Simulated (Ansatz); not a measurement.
Coupled-cluster diagnostics for BiMe2F (C2H6BiF), Ansatz.

Geometry of the singlet (PBE0-D4/def2-SVP):

```xyz
10

Bi   -0.496   -0.981    0.884
C    -1.007    1.195    0.537
H    -1.336    1.350   -0.501
H    -0.077    1.752    0.724
H    -1.787    1.530    1.234
C     0.737   -1.081   -1.009
H     1.088   -2.107   -1.190
H     1.599   -0.417   -0.851
H     0.143   -0.730   -1.867
F     1.136   -0.511    2.038
```

In the def2 sets Bi takes a core potential; there is no spin–orbit coupling. Correlated methods freeze 7 core orbitals; core or outer-core shells of Bi are correlated, in sets that lack core-valence functions.

Q: Estimate the CCSD(T) correlation energy, the shares of MP2 and (T), T1 and the reference's ⟨S²⟩ for: charge 0, singlet, own geometry in def2-TZVP; and the rough time on 4 threads of Intel Xeon on a shared host.

A: 
```
                          state      basis  correlation (eV)  MP2 share (%)  (T) share (%)     T1  ⟨S²⟩ (pure)  wall time
charge 0, singlet, own geometry  def2-TZVP           -29.221           97.0            3.1  0.014  0.00 (0.00)    1.7 min
```
Customary marks for T1 are 0.02 (closed shells), 0.045 (open shells) and about 0.05 (3d metals). T1 stays under 0.02 throughout.
